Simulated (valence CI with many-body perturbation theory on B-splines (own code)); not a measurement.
## W XXXVI: calculated level list

Method: relativistic CI+MBPT: three valence electrons over a frozen Dirac-Fock core [Kr], radial functions for each j: 7 s, 7 p, 8 d, 6 f, 4 g, 1 h, with the one-electron correlation potential Σ1, the two-electron term Σ2, the three-electron term Σ3, Breit, model QED; selected CI, second order for the rest, scaled by the run's own slope (own B-spline code, finite nucleus).

No measured spectrum was set against this ion. As an estimate, large intervals hold to a few tenths of a per cent, small ones and those within an open d or f shell to about a per cent. Only levels of the ground parity were solved; by the run's estimate the other parity begins above the list, which can be wrong where configurations are misplaced.

Levels 1 to 19 of 19, with energies above the lowest level, (4d3/2^3) J=3/2. "Leading %" is the weight of the configuration and term that name the level; weights of strongly mixed levels are sums over their largest components and can fall short, so below about 35 % the name and the second component can differ from the true leading terms, or belong to a minority configuration. In the jj column 3d3/2^4 stands for four electrons in 3d with j = 3/2. Lifetimes count E1, E2, E3, M1 and M2 decay at the calculated energies, and are blank where another channel may lead or the interval is too uncertain; long ones can be off by a factor of two.

```csv
No.,Configuration,Term,J,E (cm⁻¹),Leading %,Leading jj,Lifetime
1,4d3,4F,3/2,0,50,4d3/2^3 (97 %),
2,4d3,4F,5/2,121380,84,4d3/2^2 4d5/2 (98 %),21.8 μs
3,4d3,4P,3/2,140900,40,4d3/2^2 4d5/2 (98 %),26.4 μs
4,4d3,2G,7/2,152190,46,4d3/2^2 4d5/2 (94 %),2.22 ms
5,4d3,2H,9/2,155180,43,4d3/2^2 4d5/2 (98 %),4.90 s
6,4d3,4P,1/2,156740,60,4d3/2^2 4d5/2 (99 %),69.9 μs
7,4d3,4P,5/2,220710,44,4d3/2^2 4d5/2 (90 %),125 μs
8,4d3,4F,7/2,272140,60,4d3/2 4d5/2^2 (97 %),11.0 μs
9,4d3,4F,9/2,285720,52,4d3/2 4d5/2^2 (96 %),19.2 μs
10,4d3,4P,3/2,299490,41,4d3/2 4d5/2^2 (99 %),8.74 μs
11,4d3,2P,1/2,308370,60,4d3/2 4d5/2^2 (99 %),13.9 μs
12,4d3,2D,5/2,315230,44,4d3/2 4d5/2^2 (90 %),18.2 μs
13,4d3,2H,11/2,316150,100,4d3/2 4d5/2^2 (100 %),44.9 μs
14,4d3,2D,5/2,337300,44,4d3/2 4d5/2^2 (96 %),27.6 μs
15,4d3,2F,7/2,342540,82,4d3/2 4d5/2^2 (97 %),34.0 μs
16,4d3,2D,3/2,397110,69,4d3/2 4d5/2^2 (88 %),14.2 μs
17,4d3,2G,9/2,434620,52,4d5/2^3 (97 %),8.89 μs
18,4d3,2D,3/2,477340,54,4d5/2^3 (89 %),8.41 μs
19,4d3,2D,5/2,508750,62,4d5/2^3 (94 %),6.22 μs
```

The ionisation energy to 4d2 3F_2 of the next ion comes out as 1509.3 eV (NIST: 1512.4 ± 1.5 eV (semi-empirical)). All 19 levels together are meant to be complete up to 529100 cm⁻¹.
